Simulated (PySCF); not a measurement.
A structure optimised at PBE-D3(BJ)/def2-SVP, used in a PySCF frequency run:

```xyz
13

C      2.4226    -1.1019     0.4256
C      1.4345    -0.5016     0.0080
Si    -0.1007     0.3362    -0.5788
N      0.2242     2.0206    -0.7253
O     -1.3145     0.0177     0.5422
C     -1.7126    -1.2884     0.9085
H      3.3003    -1.6224     0.7867
H     -0.5075    -0.1922    -1.9238
H      0.6578     2.5098     0.0614
H     -0.4577     2.6196    -1.1963
H     -2.5070    -1.2154     1.6798
H     -0.8693    -1.8793     1.3355
H     -2.1270    -1.8613     0.0455
```
Charge 0, spin multiplicity 1.

Question: Write its SMILES and formula.

Answer: C#C[Si@H](N)OC, C3H7NOSi

Question: What are its rotational constants (standard atomic weights)?

Answer: 3.0893, 2.5349, 1.5090 GHz
